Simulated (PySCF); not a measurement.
**Simulated absorption spectrum**

Species: C₅H₁₃As.
Z-matrix (Å and degrees, PBE0-D3(BJ)/def2-SVP geometry), rows numbered from 1:
```
C 
C   1  1.5304
C   2  1.5305  1  109.71
C   2  1.5321  1  109.14  3  -119.49
C   2  1.5373  1  110.41  3   121.94
As  5  1.9892  2  115.14  1   -58.69
H   1  1.1022  2  111.65  3   -57.67
H   1  1.1019  2  111.23  3  -178.14
H   1  1.1014  2  110.81  3    61.88
H   3  1.1014  2  111.63  1    60.50
H   3  1.1013  2  110.77  1   -59.55
H   3  1.1018  2  111.05  1  -179.29
H   4  1.1016  2  111.14  1  -179.51
H   4  1.1019  2  110.93  1    60.61
H   4  1.1016  2  111.21  1   -59.37
H   5  1.1005  2  110.27  1    65.00
H   5  1.1026  2  109.53  1  -177.49
H   6  1.5257  5   94.13  2  -179.76
H   6  1.5262  5   96.34  2    87.98
```

Method used: TDDFT wB97X-D/def2-SVPD, vertical, gas phase, core orbitals frozen in the response in PySCF 2.14.0, density-fitted response routines. Relativistic effects, spin–orbit coupling among them, are left out although an element past zinc is present.

Broadening: Gaussians 0.3 eV wide at half height, area fixed by f = 4.319×10⁻⁹ ∫ε dν̃. The cross-section is σ = 3.8235×10⁻²¹ ε cm², given in Mb (10⁻¹⁸ cm²). The width is an assumption, not a result. The curve ends short of the highest state used, and states not computed would add to its high-energy end.

λ (nm), σ (Mb) and a bar:
```
    158.3       0.74 
    159.2       0.29 
    160.0       0.11 
    160.9       0.04 
    161.8       0.01 
    162.6       0.00 
    163.5       0.00 
    164.4       0.00 
    165.3       0.00 
    166.1       0.00 
    167.0       0.01 
    167.9       0.04 
    168.8       0.13 
    169.6       0.31 
    170.5       0.77 
    171.4       1.74 #
    172.2       3.32 ##
    173.1       6.26 ###
    174.0      10.80 ######
    174.9      17.06 #########
    175.7      23.90 #############
    176.6      32.38 #################
    177.5      40.73 ######################
    178.3      47.13 #########################
    179.2      52.41 ############################
    180.1      55.31 ##############################
    181.0      56.00 ##############################
    181.8      55.25 ##############################
    182.7      53.52 #############################
    183.6      51.44 ############################
    184.5      49.41 ##########################
    185.3      47.76 ##########################
    186.2      46.12 #########################
    187.1      44.70 ########################
    187.9      43.58 #######################
    188.8      42.42 #######################
    189.7      41.18 ######################
    190.6      39.62 #####################
    191.4      37.76 ####################
    192.3      34.96 ###################
    193.2      31.37 #################
    194.1      27.14 ###############
    194.9      23.07 ############
    195.8      18.45 ##########
    196.7      14.12 ########
    197.5      10.72 ######
    198.4       7.54 ####
    199.3       5.07 ###
    200.2       3.27 ##
    201.0       2.13 #
    201.9       1.27 #
    202.8       0.72 
    203.7       0.40 
    204.5       0.23 
    205.4       0.11 
    206.3       0.06
```

Question: Where are the band maxima, and which computed states make them?

Answer: 181 nm (6.85 eV), ε about 15000, made up of S2 (23%) and S3 (77%) (ε in L mol⁻¹ cm⁻¹; maxima over ε = 5, shares over 10%). At its high-energy end, 7.83 eV, the curve is still rising (ε about 180, from S4). The states used: S1 6.46 eV (f 0.086); S2 6.68 eV (f 0.090); S3 6.91 eV (f 0.137); S4 8.16 eV (f 0.053); S5 8.42 eV (f 0.0086); S6 8.43 eV (f 0.0068).

Question: On this curve, what absorbance would a 10⁻⁵ mol/L sample give at 193 nm over a 1 cm path?

Answer: 193 nm is 6.424 eV, where ε is about 8400 L mol⁻¹ cm⁻¹, so A = ε c l ≈ 0.084 (Beer–Lambert, with the gas-phase spectrum and the assumed width).

Question: What would ε be at 6.85 eV, the highest of these maxima, with half the width (0.15 eV)?

Answer: About 17100 L mol⁻¹ cm⁻¹ against 14700, a factor of about 1.2; a lone state at its own centre would give exactly 2.

Question: Coming from long wavelengths, where does ε first pass 100 L mol⁻¹ cm⁻¹?

Answer: At about 204 nm (6.09 eV), 0.37 eV below S1.

One conformer stands for the species.
